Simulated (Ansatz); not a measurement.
Frontier orbitals of `[CH3][SnH2][SeH]`.

Charge 0, multiplicity 1. Correlated methods include outer-core shells of Se, Sn, which these sets cover unevenly. Scalar relativity is left out up to krypton. Sn: def2 effective core potential. The structure was optimised at the PBE0-D4/def2-TZVP level. It is one conformer, not always the lowest. Basis def2-TZVPP, the Gaussian-basis code of Ansatz.

| functional | HOMO (eV) | LUMO (eV) | gap (eV) |
| --- | --- | --- | --- |
| PBE | -5.64 | -1.29 | 4.35 |
| B97M-V | -6.00 | -0.99 | 5.01 |
| PBE0 | -6.77 | -0.46 | 6.31 |
| r2SCANh | -6.32 | -0.71 | 5.61 |
| r2SCAN0 | -6.95 | -0.29 | 6.66 |
| CAM-B3LYP | -8.04 | 0.43 | 8.47 |
| ωB97M-V | -8.92 | 1.17 | 10.09 |

From PBE to PBE0 the HOMO moves by −1.13 eV and the LUMO by +0.83 eV, and with ωB97M-V by −3.28 and +2.46 eV, so the gap grows from 4.35 to 10.09 eV with exact exchange. A positive LUMO is unbound and depends on the basis.
